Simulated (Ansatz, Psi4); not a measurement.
Torsional profile of SMILES c1coc(-c2ccco2)c1. Scanned: dihedral O3–C4–C5–O9; all other coordinates were relaxed at B3LYP-D3(BJ)/def2-SVP. Points at φ and −φ are mirror images. Heavy atoms are numbered in the order of the SMILES c1coc(-c2ccco2)c1, hydrogens after them in the order of the atoms that carry them; the mirror image has the same energies with the sign of each dihedral reversed.

- PBE/def2-TZVP // B3LYP-D3(BJ)/def2-SVP (Psi4)
- PBE-D3(BJ)/def2-TZVP // B3LYP-D3(BJ)/def2-SVP (Psi4)
- M06-2X/def2-TZVP // B3LYP-D3(BJ)/def2-SVP (Psi4)
- CCSD(T)/cc-pVDZ = CCSD(T) on RHF/cc-pVDZ, frozen core // B3LYP-D3(BJ)/def2-SVP run with Ansatz (an electronic-structure program)

Energies relative to the lowest point of each profile, in kJ/mol; the last columns give the difference from CCSD(T):

```
φ / °  PBE/def2-TZVP  PBE-D3(BJ)/def2-TZVP  M06-2X/def2-TZVP  CCSD(T)/cc-pVDZ  PBE/def2-TZVP − CCSD(T)/cc-pVDZ  PBE-D3(BJ)/def2-TZVP − CCSD(T)/cc-pVDZ  M06-2X/def2-TZVP − CCSD(T)/cc-pVDZ
-----  -------------  --------------------  ----------------  ---------------  -------------------------------  --------------------------------------  ----------------------------------
-165             0.0                   0.0               0.0              0.0                              0.0                                     0.0                                 0.0
-135             9.3                   9.5               9.5              8.1                              1.2                                     1.3                                 1.4
-105            18.7                  19.0              18.4             15.3                              3.4                                     3.7                                 3.1
-75             17.2                  17.4              16.6             14.0                              3.2                                     3.4                                 2.5
-45              8.9                   9.0               9.0              8.8                              0.1                                     0.1                                 0.1
-15              4.8                   4.8               5.9              7.4                             -2.6                                    -2.7                                -1.5
15               4.8                   4.8               5.9              7.4                             -2.6                                    -2.7                                -1.5
45               8.9                   9.0               9.0              8.8                              0.1                                     0.1                                 0.1
75              17.2                  17.4              16.6             14.0                              3.2                                     3.4                                 2.5
105             18.7                  19.0              18.4             15.3                              3.4                                     3.7                                 3.1
135              9.3                   9.5               9.5              8.1                              1.2                                     1.3                                 1.4
165              0.0                   0.0               0.0              0.0                              0.0                                     0.0                                 0.0
```

PBE/def2-TZVP is furthest from CCSD(T)/cc-pVDZ at -105 (3.4 kJ/mol, above); its mean absolute difference over the points is 1.7 kJ/mol.

PBE-D3(BJ)/def2-TZVP is furthest from CCSD(T)/cc-pVDZ at -105 (3.7 kJ/mol, above); its mean absolute difference over the points is 1.9 kJ/mol.

M06-2X/def2-TZVP is furthest from CCSD(T)/cc-pVDZ at -105 (3.1 kJ/mol, above); its mean absolute difference over the points is 1.4 kJ/mol.
